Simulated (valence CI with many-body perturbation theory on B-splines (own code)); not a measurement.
E1 transitions of Si6+

Method: valence CI with perturbative core correlation (CI+MBPT): six valence electrons over a frozen Dirac-Fock core [He], a basis of 9 s, 9 p, 8 d, 6 f, 3 g, 1 h functions for each j, with the one-electron correlation potential Σ1, the two-electron term Σ2, the three-electron term Σ3, Breit, model QED; selected CI, second order for the rest, scaled by the run's own slope (own B-spline code, finite nucleus).

Set against measurement, 15 paired levels are off by 254 cm⁻¹ on average, the worst by 713. These come from a selection out of NIST levels in Kelleher and Podobedova, J. Phys. Chem. Ref. Data 37, 1285 (2008); Martin and Zalubas, J. Phys. Chem. Ref. Data 12, 323 (1983). Levels without a partner in it may be off by more. Among the levels kept, up to 1300 cm⁻¹ of a level comes from second order outside the variational space, and about a tenth of that is noise between levels of different J, which matters for small intervals.

Lines 101 to 150 of 184 in falling wavelength, among levels below 1354800 cm⁻¹, chosen from the strongest by gf and those to the six lowest levels. Wavelengths and rates use the calculated energies, so an error of 300 cm⁻¹ moves a line at 274.1 Å by 0.082 % and its rate by three times that or more. Electric multipoles are in the length gauge, E1 and E2 with the static RPA response of the core. Weak lines are less certain than strong ones. Lines between different terms over intervals too small for the method are left out, as are lines whose strength nearly cancels. The highest levels of a list are the least certain.

Names give the largest LS component (configuration and term), which can be under half, so a name can repeat, a term be missing and a line seem to break the LS rules; names also repeat where a configuration has a term twice. Letters in brackets count levels of one name in rising energy.

| λ vac (Å) | λ from measured levels | Upper | Lower | A (s⁻¹) | log gf | Branch % |
| --- | --- | --- | --- | --- | --- | --- |
| 274.1 | 274.2 | 2s2p⁵ ³P°_0 | 2s²2p⁴ ³P_1 | 1.25e+10 | -0.85 | 100.0 |
| 272.6 | 272.6 | 2s2p⁵ ³P°_1 | 2s²2p⁴ ³P_2 | 5.32e+09 | -0.75 | 42.8 |
| 246.1 | 246.1 | 2s2p⁵ ¹P°_1 | 2s²2p⁴ ¹S_0 | 2.87e+09 | -1.11 | 6.1 |
| 217.7 | 217.8 | 2s2p⁵ ¹P°_1 | 2s²2p⁴ ¹D_2 | 4.38e+10 | -0.03 | 93.6 |
| 199.8 | 200.0 | 2s2p⁵ ¹P°_1 | 2s²2p⁴ ³P_0 | 5.91e+06 | -3.97 | 0.0 |
| 199.2 | 199.4 | 2s2p⁵ ¹P°_1 | 2s²2p⁴ ³P_1 | 2.99e+06 | -4.27 | 0.0 |
| 197.6 | 197.8 | 2s2p⁵ ¹P°_1 | 2s²2p⁴ ³P_2 | 1.28e+08 | -2.65 | 0.3 |
| 125.6 |  | 2s²2p³3p ¹P_1 | 2s2p⁵ ¹P°_1 | 4.74e+08 | -2.47 | 53.9 |
| 118.8 |  | 2s²2p³3p ³D_2 [b] | 2s2p⁵ ¹P°_1 | 3.46e+08 | -2.44 | 15.4 |
| 118.4 |  | 2s²2p³3p ¹D_2 | 2s2p⁵ ¹P°_1 | 6.68e+08 | -2.15 | 27.8 |
| 114.4 |  | 2s²2p³3p ⁵P_1 | 2s2p⁵ ³P°_2 | 1.05e+06 | -5.21 | 0.1 |
| 114.4 |  | 2s²2p³3p ⁵P_2 | 2s2p⁵ ³P°_2 | 6.40e+04 | -6.20 | 0.0 |
| 114.3 |  | 2s²2p³3p ⁵P_3 | 2s2p⁵ ³P°_2 | 5.20e+05 | -5.15 | 0.1 |
| 111.8 |  | 2s²2p³3p ³P_1 [a] | 2s2p⁵ ³P°_2 | 5.14e+07 | -3.54 | 6.3 |
| 111.8 |  | 2s²2p³3p ³P_2 [a] | 2s2p⁵ ³P°_2 | 6.43e+07 | -3.22 | 7.9 |
| 106.5 |  | 2s²2p³3p ¹P_1 | 2s2p⁵ ³P°_2 | 2.73e+06 | -4.86 | 0.3 |
| 106.1 |  | 2s²2p³3p ³D_2 [a] | 2s2p⁵ ³P°_2 | 3.70e+07 | -3.51 | 4.7 |
| 106.1 |  | 2s²2p³3p ³D_1 [a] | 2s2p⁵ ³P°_2 | 7.44e+06 | -4.42 | 0.9 |
| 106.0 |  | 2s²2p³3p ³D_3 [a] | 2s2p⁵ ³P°_2 | 2.10e+08 | -2.61 | 25.1 |
| 105.4 |  | 2s²2p³3p ³F_2 | 2s2p⁵ ³P°_2 | 4.72e+06 | -4.41 | 0.5 |
| 105.3 |  | 2s²2p³3p ³F_3 | 2s2p⁵ ³P°_2 | 2.25e+07 | -3.58 | 2.6 |
| 104.9 |  | 2s²2p³3p ¹F_3 | 2s2p⁵ ³P°_2 | 1.22e+07 | -3.85 | 1.8 |
| 103.3 |  | 2s²2p³3p ³P_1 [b] | 2s2p⁵ ³P°_0 | 3.85e+08 | -2.73 | 7.2 |
| 103.0 |  | 2s²2p³3p ³P_0 [b] | 2s2p⁵ ³P°_1 | 3.09e+09 | -2.31 | 57.0 |
| 103.0 |  | 2s²2p³3p ³P_2 [b] | 2s2p⁵ ³P°_1 | 7.58e+08 | -2.22 | 13.3 |
| 102.7 |  | 2s²2p³3p ³P_1 [b] | 2s2p⁵ ³P°_2 | 2.86e+09 | -1.87 | 53.1 |
| 102.6 |  | 2s²2p³3p ³S_1 | 2s2p⁵ ³P°_0 | 1.13e+09 | -2.27 | 22.9 |
| 102.6 |  | 2s²2p³3p ³P_2 [b] | 2s2p⁵ ³P°_2 | 2.45e+09 | -1.71 | 43.1 |
| 102.4 |  | 2s²2p³3p ³S_1 | 2s2p⁵ ³P°_1 | 2.13e+09 | -2.00 | 43.1 |
| 102.1 |  | 2s²2p³3p ³S_1 | 2s2p⁵ ³P°_2 | 7.55e+08 | -2.45 | 15.3 |
| 102.0 |  | 2s²2p³3p ³D_1 [b] | 2s2p⁵ ³P°_0 | 6.28e+08 | -2.53 | 30.9 |
| 101.9 |  | 2s²2p³3p ³D_2 [b] | 2s2p⁵ ³P°_1 | 6.23e+08 | -2.31 | 27.7 |
| 101.8 |  | 2s²2p³3p ³D_1 [b] | 2s2p⁵ ³P°_1 | 4.71e+08 | -2.66 | 23.2 |
| 101.6 |  | 2s²2p³3p ¹D_2 | 2s2p⁵ ³P°_1 | 2.49e+08 | -2.72 | 10.3 |
| 101.5 |  | 2s²2p³3p ³D_2 [b] | 2s2p⁵ ³P°_2 | 1.42e+08 | -2.96 | 6.3 |
| 101.5 |  | 2s²2p³3p ³D_1 [b] | 2s2p⁵ ³P°_2 | 2.64e+07 | -3.91 | 1.3 |
| 101.4 |  | 2s²2p³3p ³D_3 [b] | 2s2p⁵ ³P°_2 | 1.10e+09 | -1.92 | 55.3 |
| 101.3 |  | 2s²2p³3p ¹D_2 | 2s2p⁵ ³P°_2 | 1.49e+08 | -2.94 | 6.2 |
| 93.27 | 93.19 | 2s²2p³3s ³S°_1 | 2s²2p⁴ ¹S_0 | 3.72e+05 | -5.84 | 0.0 |
| 90.63 |  | 2s²2p³3s ⁵S°_2 | 2s²2p⁴ ¹D_2 | 1.30e+04 | -7.10 | 0.0 |
| 88.89 |  | 2s²2p³3s ³D°_1 | 2s²2p⁴ ¹S_0 | 8.00e+07 | -3.55 | 0.2 |
| 88.89 | 88.82 | 2s²2p³3s ³S°_1 | 2s²2p⁴ ¹D_2 | 6.38e+07 | -3.64 | 0.0 |
| 87.25 |  | 2s²2p³3s ⁵S°_2 | 2s²2p⁴ ³P_1 | 1.04e+07 | -4.23 | 20.1 |
| 86.95 |  | 2s²2p³3s ⁵S°_2 | 2s²2p⁴ ³P_2 | 4.11e+07 | -3.63 | 79.8 |
| 86.08 | 86.04 | 2s²2p³3s ³P°_1 | 2s²2p⁴ ¹S_0 | 2.43e+06 | -5.09 | 0.0 |
| 85.75 | 85.70 | 2s²2p³3s ³S°_1 | 2s²2p⁴ ³P_0 | 1.43e+10 | -1.32 | 10.7 |
| 85.63 | 85.58 | 2s²2p³3s ³S°_1 | 2s²2p⁴ ³P_1 | 4.32e+10 | -0.85 | 32.4 |
| 85.34 | 85.29 | 2s²2p³3s ³S°_1 | 2s²2p⁴ ³P_2 | 7.58e+10 | -0.60 | 56.8 |
| 85.27 | 85.22 | 2s²2p³3s ¹P°_1 | 2s²2p⁴ ¹S_0 | 5.02e+10 | -0.79 | 48.4 |
| 84.90 |  | 2s²2p³3s ³D°_1 | 2s²2p⁴ ¹D_2 | 2.30e+08 | -3.13 | 0.5 |

Q: How does gf follow from A for the line at 102.1 Å?

A: gf = 1.4992 × (2J+1)_upper × A / σ², with σ = 979876 cm⁻¹ and 2J+1 = 3: gf = 0.00354.
